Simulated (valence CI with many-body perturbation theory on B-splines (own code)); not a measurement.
## Hg LXVI: key properties

Calculated by valence CI with perturbative core correlation (CI+MBPT): five valence electrons over a frozen Dirac-Fock core [Ne], a basis of 11 s, 11 p, 10 d, 8 f, 5 g, 2 h functions for each j, with the one-electron correlation potential Σ1, the two-electron term Σ2, the three-electron term Σ3, Breit, model QED; selected CI, second order for the rest, scaled by the run's own slope (own B-spline code, finite nucleus).

The last digits are not significant, and no measured levels were compared; by estimate large intervals hold to a few tenths of a per cent, small ones and those within an open d or f shell to about a per cent. Among the levels kept, up to 3300 cm⁻¹ of a level comes from second order outside the variational space, and about a tenth of that is noise between levels of different J, which matters for small intervals.

Levels are named by their leading jj configuration (3d3/2^4 stands for four electrons in 3d with j = 3/2), which in mixed levels can hold well under half, so a name can repeat and another be missing.

Rates and lifetimes use the calculated energies. Strong lines usually hold to 10 to 20 %, long lifetimes can be off by a factor of two.

**Question.** What is the ground level?

**Answer.** (3s^2 3p1/2^2 3p3/2) J=3/2, composition 48 % 3s2 3p3 2P° + 27 % 3s2 3p3 2D° + 24 % 3s2 3p3 4S°, g = 1.333.

**Question.** Among levels below 130.91 Ry, which E1 lines absorb most strongly from the ground level?

**Answer.** to (3s^2 3p1/2 3p3/2 3d3/2) J=3/2 at 1.523 nm, f = 0.403; to (3s^2 3p1/2 3p3/2 3d3/2) J=5/2 at 1.550 nm, f = 0.313; to (3s^2 3p1/2 3p3/2 3d3/2) J=1/2 at 1.526 nm, f = 0.139.

**Question.** What is the ionisation energy?

**Answer.** 7348.5 eV; NIST lists 7350 ± 30 eV (theoretical).

**Question.** Where does the other parity begin?

**Answer.** At (3s^2 3p1/2^2 3d3/2) J=3/2, 18.67 Ry.

**Question.** How well does LS coupling describe the low levels?

**Answer.** Among the lowest 20 levels the leading LS term, summed over configurations, holds 54 % on average. For single configurations the figures are 52 % in LS and 94 % in jj coupling. Terms mix most in the J = 3/2 level at 55.69 Ry, where the leading one holds 31 %.
